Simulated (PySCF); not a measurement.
# Electronic absorption of CH11FSi4

Species: CH₁₁FSi₄.
Numbering: `[F:1][SiH2:2][CH2:3][SiH:4]([SiH3:5])[SiH3:6]` (hydrogens: H7, H8 on Si2; H9, H10 on C3; H11 on Si4; H12, H13, H14 on Si5; H15, H16, H17 on Si6)

Method used: TDDFT CAM-B3LYP/def2-SVPD, vertical, gas phase, core orbitals frozen in the response (PySCF). The structure is a single GFN2-xTB conformer in the gas phase; no vibrational or solvent corrections. Torsions of this conformer, `[F:1][SiH2:2][CH2:3][SiH:4]([SiH3:5])[SiH3:6]`: F1–Si2–C3–Si4 54°, Si2–C3–Si4–Si5 65°.

Task: Predict the UV-vis stick spectrum at this level.

Result: 

| state | λ (nm) | E (eV) | f | main configurations (H = HOMO, L = LUMO) |
| --- | --- | --- | --- | --- |
| S1 | 183.6 | 6.75 | 0.127 | H→L (79%), H→L+1 (9%) |
| S2 | 175.6 | 7.06 | 0.103 | H→L+1 (57%), H→L (9%), H→L+2 (9%) |
| S3 | 173.3 | 7.15 | 0.0056 | H-1→L (83%) |
| S4 | 166.6 | 7.44 | 0.025 | H-2→L (49%), H-1→L+1 (10%) |
| S5 | 164.7 | 7.53 | 0.015 | H→L+2 (33%), H-1→L+1 (30%), H→L+3 (18%) |
| S6 | 161.9 | 7.66 | 0.030 | H-2→L+1 (38%), H-2→L (20%), H-1→L+1 (13%) |
| S7 | 161.0 | 7.70 | 0.049 | H-2→L+1 (22%), H-2→L+2 (19%), H-1→L+1 (10%) |
| S8 | 160.3 | 7.73 | 0.051 | H→L+4 (30%), H→L+3 (18%), H-1→L+1 (14%) |

Triplets (Tamm–Dancoff): T1 5.84 eV, H→L (88%); T2 6.36 eV, H→L+1 (46%), H→L+4 (14%), H→L+2 (13%); T3 6.45 eV, H-1→L (69%).

The lowest singlet lies at 6.75 eV (184 nm, vacuum ultraviolet) and is of moderate strength; its leading configuration is HOMO→LUMO (79%). The lowest level is also the most intense of those listed (f = 0.127). Löwdin shares by element: HOMO silicon 73% or more, carbon 5% (atoms not listed hold the other 22%); LUMO silicon 62% or more, hydrogen 9% or more (atoms not listed hold the other 29%). Weighted by f, the mean energy of these states is 7.21 eV. Of the 8 states listed, 7 reach f = 0.01 and none stays under 0.0005. The oscillator strengths of these states sum to 0.406; summed over the whole spectrum of an exact calculation they would give the number of electrons, 82 (Thomas–Reiche–Kuhn). Singlets were solved by full linear response, triplets in the Tamm–Dancoff approximation.
